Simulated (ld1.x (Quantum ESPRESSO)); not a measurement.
# Varying the ultrasoft potential for helium

Base potential:

ld1.x (Quantum ESPRESSO) 7.5 input, shortened:

```
&input
   title='He', zed=2., rel=1, dft='PZ', iswitch=3,
   config='[He] 2p-2'
 /
 &inputp
   pseudotype=3, tm=.true., lloc=-1, rcloc=0.80,
   nlcc=.false.,
   which_augfun='PSQ', rmatch_augfun=0.55
 /
4
1S  1  0   2.00   0.00  0.60  0.75  0.0
1S  1  0   0.00   2.20  0.60  0.75  0.0
2P  2  1  -2.00   0.25  0.65  0.85  0.0
2P  2  1  -2.00   1.00  0.65  0.85  0.0
 &test
   configts(1)='1s2'
 /
```

Cutoffs, loose and tight: the cutoffs (Ry, on a coarse ladder) from which the occupation-weighted sum of valence levels, in a spherical-Bessel basis at the reference potential, stays within 10 and 1 mRy of its value at 400 Ry. They do not see the model core or the augmentation charge, which bear on the density cutoff. Test errors are all-electron minus pseudo excitation energies from the reference, over the configurations 1s1; 1s1.5 (two spin-polarised tests are not counted in the largest error). A dash means not determined; rows that change the core or the reference have their own tests.

```csv
change,outcome,"cutoff, loose","cutoff, tight",bound ghosts,largest test error (meV)
base,generated,60 Ry,90 Ry,none,+10
"all radii scaled by about 0.96 (s 0.72, p 0.82 bohr, rcut 0.58/0.62); local potential all-electron potential smoothed inside 0.76 bohr (lloc = -1); augmentation PSQ, radius 0.52 bohr",generated,70 Ry,90 Ry,none,+6.8
"all radii scaled by about 1.10 (s 0.82, p 0.94 bohr, rcut 0.66/0.72); local potential all-electron potential smoothed inside 0.88 bohr (lloc = -1); augmentation PSQ, radius 0.60 bohr",generated,55 Ry,70 Ry,none,+9.4
"all radii scaled by about 1.22 (s 0.92, p 1.04 bohr, rcut 0.74/0.80); local potential all-electron potential smoothed inside 0.98 bohr (lloc = -1); augmentation PSQ, radius 0.68 bohr",generated,45 Ry,60 Ry,none,+18
"all radii scaled by about 1.31 (s 0.98, p 1.12 bohr, rcut 0.78/0.84); local potential all-electron potential smoothed inside 1.04 bohr (lloc = -1); augmentation PSQ, radius 0.72 bohr",generated,40 Ry,50 Ry,none,+22
```

**Question.** What comes out with this change to the base: all radii scaled by about 0.87 (s 0.66, p 0.74 bohr, rcut 0.52/0.56); local potential all-electron potential smoothed inside 0.70 bohr (lloc = -1); augmentation PSQ, radius 0.48 bohr?

**Answer.** outcome: generated; cutoff, loose: 80 Ry; cutoff, tight: 110 Ry; bound ghosts: none; largest test error (meV): +14.

**Question.** What comes out with this change to the base: all radii scaled by about 1.36 (s 1.02, p 1.16 bohr, rcut 0.82/0.88); local potential all-electron potential smoothed inside 1.08 bohr (lloc = -1); augmentation PSQ, radius 0.74 bohr?

**Answer.** outcome: generated; cutoff, loose: 35 Ry; cutoff, tight: 50 Ry; bound ghosts: none; largest test error (meV): +24.

**Question.** What comes out with this change to the base: all radii scaled by about 0.75 (s 0.56, p 0.64 bohr, rcut 0.46/0.50); local potential all-electron potential smoothed inside 0.60 bohr (lloc = -1); augmentation PSQ, radius 0.42 bohr?

**Answer.** outcome: generated; cutoff, loose: 100 Ry; cutoff, tight: 140 Ry; bound ghosts: none; largest test error (meV): -6.2.

Reading the sweep of the scale of all radii (base = 1) (base included, trends over the rows without a ghost): The loose cutoff falls from 100 Ry at 0.75 to 35 Ry at 1.36. A larger radius leaves more room for a smooth pseudo-wave, so fewer plane waves are needed; a smaller one forces it to follow the all-electron wave where it bends sharply. The median size of the test errors (rows with all tests solved) is not monotonic: lowest 3.7 meV at 0.75, highest 13.8 meV at 1.36.
